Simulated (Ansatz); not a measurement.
Reaction (cleavage of the Si–Sn bond): `C[SiH](C)[SnH3]` + `BN` → `BN[SiH](C)C` + `[SnH4]`

Isolated molecules relaxed with PBE0-D4/def2-TZVP in Ansatz; ΔE leaves out vibrations. CCSD(T)/CBS adds triple-zeta CCSD(T) − MP2 to the extrapolated MP2 energy (def2 sets, frozen cores). This one scheme is used for every species. Elements past krypton have def2 core potentials. For Sn outer-core shells are correlated without core-valence functions, which leaves a few kJ/mol of doubt a bond. One conformer a species, not always the lowest.

`C[SiH](C)[SnH3]`:

Z-matrix (Å, degrees):
```
C
Si 1 1.876
H 1 1.092 2 111.2
H 1 1.094 2 110.5 3 120.0
H 1 1.093 2 110.9 3 -120.3
C 2 1.876 1 111.0 3 -178.5
Sn 2 2.567 1 110.1 3 59.3
H 2 1.493 1 109.1 3 -58.3
H 6 1.092 2 111.2 1 178.6
H 6 1.093 2 110.9 1 -61.2
H 6 1.094 2 110.5 1 58.6
H 7 1.711 2 112.1 1 -179.9
H 7 1.713 2 111.2 1 60.4
H 7 1.711 2 112.1 1 -59.2
```

`BN`:

```xyz
6

B     0.117   -0.598    0.308
N    -0.120    0.615   -0.317
H    -0.303   -0.772    1.416
H     0.736   -1.440   -0.275
H     0.203    0.829   -1.245
H    -0.632    1.366    0.113
```

`BN[SiH](C)C`:

Z-matrix (Å, degrees):
```
Si
N 1 1.756
C 1 1.860 2 109.9
C 1 1.867 2 109.5 3 123.1
H 1 1.492 2 107.4 3 -119.6
B 2 1.396 1 129.0 3 -5.2
H 2 1.012 1 115.2 3 175.1
H 3 1.092 1 111.4 2 62.6
H 3 1.093 1 109.4 2 -177.9
H 3 1.092 1 111.5 2 -58.2
H 4 1.093 1 110.8 2 176.3
H 4 1.093 1 111.3 2 56.6
H 4 1.093 1 110.8 2 -63.6
H 6 1.198 2 119.6 1 0.5
H 6 1.199 2 119.7 1 -179.5
```

`[SnH4]`:

```xyz
5

Sn    0.000    0.000    0.000
H    -1.563    0.271   -0.621
H     0.320   -1.673    0.024
H     0.097    0.620    1.584
H     1.146    0.783   -0.988
```

```csv
species,CCSD(T)/CBS(def2) energy (Eh)
`C[SiH](C)[SnH3]`,-585.23644
`BN`,-81.93499
`BN[SiH](C)C`,-450.78732
`[SnH4]`,-216.39156
```

Q: Work out ΔE.

A: ΔE = (-450.78732) + (-216.39156) − (-585.23644) − (-81.93499) = -0.00745 Eh = -4.7 kcal/mol.

Largest T1 diagnostic among the species: 0.013.

In def2-TZVPP, CCSD(T) changes the Hartree–Fock value by +2.8 kcal/mol (the triples alone add +0.3 kcal/mol) and MP2 by +3.2 kcal/mol. From PBE to PBE0 (25 % exact exchange), in def2-TZVPP and without D4, ΔE moves by −1.3 kcal/mol.
